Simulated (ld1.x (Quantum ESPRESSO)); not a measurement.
**An all-electron radial function and its pseudo partner (Fe)**

Columns: radius, all-electron u(r) and pseudo u(r) of the 3d shell (level -7.96 eV) of iron in the configuration [Ar] 3d6 4s1.75 4p0.25; PBE, scalar-relativistic, ultrasoft scheme, ld1.x (Quantum ESPRESSO) 7.5.

```tsv
r (bohr)	all-electron	pseudo
0.185	0.2452	0.0051
0.370	0.6567	0.0376
0.555	0.8772	0.1124
0.740	0.9221	0.2242
0.925	0.8726	0.3502
1.110	0.7865	0.4592
1.295	0.6923	0.5253
1.480	0.6025	0.5383
1.665	0.5214	0.5060
1.850	0.4503	0.4490
2.035	0.3887	0.3888
2.220	0.3357	0.3357
2.405	0.2900	0.2900
2.590	0.2506	0.2506
2.775	0.2167	0.2167
2.960	0.1874	0.1874
3.145	0.1620	0.1620
3.330	0.1401	0.1401
3.515	0.1212	0.1212
3.700	0.1048	0.1048
3.885	0.0906	0.0906
4.070	0.0783	0.0783
4.255	0.0678	0.0678
4.440	0.0586	0.0586
4.625	0.0507	0.0507
4.810	0.0439	0.0439
```

(1) How many radial nodes do the two functions have?

(2) At about which radius was the pseudo-wave matched?

(3) Where does each function peak?

(4) Is the pseudo-wave norm-conserving?

Answers

(1) The all-electron 3d function has n − l − 1 = 0; the pseudo-wave has 0.

(2) 2.10 bohr, where the columns begin to agree (steps of 0.18 bohr).

(3) Outermost all-electron maximum near 0.74 bohr, pseudo maximum near 1.48 bohr (to the table’s step).

(4) No, it belongs to an ultrasoft set: the norm inside the radius is not constrained, and the difference is carried by the augmentation charge.
